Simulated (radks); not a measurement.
Results of a calculation; reference values are marked as such.
Problem. Species: Gd2+. Configuration: [Xe] 4f7 5d1 (the NIST ground configuration). Code: a radial shooting solver on a logarithmic mesh with Libxc functionals. Model: scalar-relativistic Kohn-Sham, r2SCAN, spin-unpolarised, spherical densities, finite nucleus; meta-GGA in the generalised Kohn-Sham scheme; Fermi nuclear charge, rms radius 5.1569 fm. Some entries of the table are withheld. Estimate them.

| orbital | occ. | eigenvalue (eV) | r(max) (bohr) |
|---|---|---|---|
| 1s | 2 | (1) | 0.01392 |
| 2s | 2 | -8319.573 | 0.07897 |
| 2p | 6 | -7401.856 | 0.06395 |
| 3s | 2 | -1863.235 | 0.2240 |
| 3p | 6 | (2) | 0.2198 |
| 3d | 10 | -1200.114 | 0.1803 |
| 4s | 2 | -390.3173 | 0.5157 |
| 4p | 6 | -295.6147 | 0.5380 |
| 4d | 10 | -164.0710 | 0.5589 |
| 5s | 2 | -64.8127 | (3) |
| 5p | 6 | -41.7972 | 1.355 |
| 4f | 7 | (4) | 0.5672 |
| 5d | 1 | (5) | 1.849 |

Solution. 
(1) 1s eigenvalue (eV): -50185.10
(2) 3p eigenvalue (eV): -1577.433
(3) 5s r(max) (bohr): 1.199
(4) 4f eigenvalue (eV): -22.1450
(5) 5d eigenvalue (eV): -14.7872
